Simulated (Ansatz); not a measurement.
Molecule: trichloro(prop-2-enyl)germane, C₃H₅Cl₃Ge, charge 0, multiplicity 1. SMILES: C([CH2][Ge]([Cl])([Cl])[Cl])=C
Structure (B3LYP-D3(BJ)/def2-TZVP (Ansatz, a first-principles code) minimum search):
```
C
H 1 1.0903
H 1 1.0911 2 108.95
C 1 1.4896 2 112.56 3 125.81
C 4 1.3276 1 124.32 2 14.90
H 5 1.0816 4 121.31 1 178.93
H 5 1.0837 6 116.99 4 179.92
H 4 1.0849 5 119.60 6 0.79
Ge 1 1.9651 2 105.62 3 -112.61
Cl 9 2.1525 1 111.06 2 -57.03
Cl 9 2.1563 1 111.00 2 -177.00
Cl 9 2.1574 1 111.10 2 63.02
```

Wanted: atomisation energy, in kcal/mol. Conventions: valence correlation only (noble-gas shells and the d and f shells of earlier blocks); non-relativistic; atomisation electronic, to ground-state atoms; no spin-orbit coupling; UHF or UKS for open shells; six Cartesian d functions in 6-31G* and its kin unless marked 5d; dispersion terms only where a functional's name holds one. First-principles rows: single points at B3LYP-D3(BJ) geometries (Ansatz).

```tsv
species	coefficient	E at MP2/6-31G* (Ansatz), Eh	E at wB97M-V/def2-TZVPD (Ansatz), Eh
C=C[CH2][Ge]([Cl])([Cl])[Cl]	-1	-3571.01207	-3574.90859
C atom	+3	-37.73297	-37.84643
Cl atom	+3	-459.55243	-460.12609
Ge atom	+1	-2075.07780	-2076.80617
H atom	+5	-0.49823	-0.49411
```

 1 Eh = 627.5095 kcal/mol.

### Question
Work the quantity out at each level.

### Answer

- MP2/6-31G*: the sum of coefficient times E is 1.58692 Eh, or 995.81 kcal/mol. Result: 995.8 kcal/mol.
- wB97M-V/def2-TZVPD: the sum of coefficient times E is 1.71431 Eh, or 1075.75 kcal/mol. Result: 1075.7 kcal/mol.
